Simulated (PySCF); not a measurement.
C₃H₆FNSi, SMILES F[SiH2][C@@H](N)C#C.

Geometry optimised at PBE-D3(BJ)/def2-SVP. The structure was generated by enumeration; whether it is a known compound was not checked. One conformer was computed; it need not be the lowest.

These are PBE/def2-TZVP in PySCF values and carry that method's errors.

Computed frontier levels, gap, dipole moment and polarisability:
- highest occupied level = -5.61 eV
- lowest empty level = -1.16 eV
- orbital gap = 4.45 eV
- dipole moment = 0.91 D
- quadrupole, principal values (traceless, Buckingham form, about the centre of nuclear charge) = -8.40, 3.34, 5.07 D·Å
- mean static polarisability = 70.8 bohr³ (10.49 Å³)
- polarisability, principal values = 55.8, 68.2, 88.4 bohr³
